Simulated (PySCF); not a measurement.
# Magnetisability: `C[SiH2]c1cc(Cl)cs1`, C₅H₇ClSSi

Cartesian coordinates in Å; atom numbers follow the order of the lines, from 1:
```xyz
15

C    -2.5696    0.8294    0.0224
Si   -1.5332   -0.7470   -0.1730
C     0.2891   -0.2731   -0.1420
C     1.2968   -0.7959    0.6104
C     2.5547   -0.2110    0.3408
Cl    4.0047   -0.6765    1.1422
C     2.5047    0.7546   -0.6159
S     0.9061    0.9578   -1.1988
H    -2.2949    1.5702   -0.7238
H    -3.6286    0.6189   -0.0930
H    -2.4276    1.2803    1.0010
H    -1.7463   -1.6837    0.9337
H    -1.8190   -1.3928   -1.4598
H     1.1526   -1.5723    1.3384
H     3.3061    1.3490   -1.0045
```

Method: GIAO wB97X-D/pcSseg-1 magnetisability, rotational g tensor and spin-rotation constants, non-relativistic, gas phase in PySCF 2.14.0. Geometry: GFN2-xTB.

(1) How diamagnetic is it, and how anisotropic?

(2) Split it along the inertial axes a, b, c into diamagnetic and paramagnetic parts about the centre of mass, with the quadrupole moment.

(3) And the rotational g tensor?

Results:

(1) Isotropic -1699 × 10⁻³⁰ J/T², or -102.3 × 10⁻⁶ cm³/mol; principal values -2158, -1530, -1410 × 10⁻³⁰ J/T², anisotropy 696 × 10⁻³⁰ J/T² (root of half the summed squared differences of the principal values). The susceptibility is in cgs units.

(2) 
| axis | χ (10⁻⁶ cm³/mol) | diamagnetic (10⁻⁶ cm³/mol) | paramagnetic (10⁻⁶ cm³/mol) | summed x² of all electrons (Å²) | quadrupole Θ (D Å) |
| --- | --- | --- | --- | --- | --- |
| a | -92.4 | -549.5 | 457.2 | 444.6 | +0.97 |
| b | -85.0 | -2020.4 | 1935.3 | 97.9 | +4.30 |
| c | -129.6 | -2301.8 | 2172.1 | 31.6 | -5.28 |

Anisotropies 2χaa − χbb − χcc = +29.9 and 2χbb − χaa − χcc = +51.9 × 10⁻⁶ cm³/mol. Θ is traceless in Buckingham's convention.

(3) 
```csv
axis,rotational constant (GHz),g,nuclear part,electronic part
a,2.8407,-0.0411,0.5690,-0.6102
b,0.6072,-0.0114,0.5406,-0.5521
c,0.5261,+0.0025,0.5393,-0.5368
```
Asymmetric top; isotopes 12C, 35Cl, 1H, 32S, 28Si; no vibrational averaging.
